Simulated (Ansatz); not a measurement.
Two isomers of H6OSSi2: A = `O[SiH2]S[SiH3]`, B = `O[SiH]([SiH3])S`.

Calculated with Ansatz (gas phase, PBE0-D4/def2-TZVP geometries, no zero-point term in ΔE). CCSD(T)/CBS is the MP2 limit (def2-TZVPP, def2-QZVPP) plus CCSD(T) − MP2 in def2-TZVPP, frozen cores. DFT in def2-TZVPP. B3LYP here is the variant with VWN-RPA as its local correlation; programs differ in this. Each species was taken in one conformer, which may not be the lowest.

Problem. Which isomer does CCSD(T)/CBS put lower? Give the gap. (An estimate is asked.)

Solution. The calculation gave: A, by 68.6 kJ/mol.

Problem. Give E(B) − E(A) in kJ/mol with PBE0-D4, r2SCAN-D4, CCSD/def2-TZVPP, ωB97M-V, B3LYP, B2PLYP, CCSD(T)/def2-TZVPP. (Best estimate.)

Solution. Ansatz gave: PBE0-D4 60.8, r2SCAN-D4 65.8, CCSD/def2-TZVPP 66.8, ωB97M-V 71.0, B3LYP 62.1, B2PLYP 67.9, CCSD(T)/def2-TZVPP 66.8. None reverses the order clearly.

Largest T1 diagnostic: 0.012.

From PBE to PBE0 (25 % exact exchange), in def2-TZVPP and without D4, E(B) − E(A) moves by +5.4 kJ/mol.
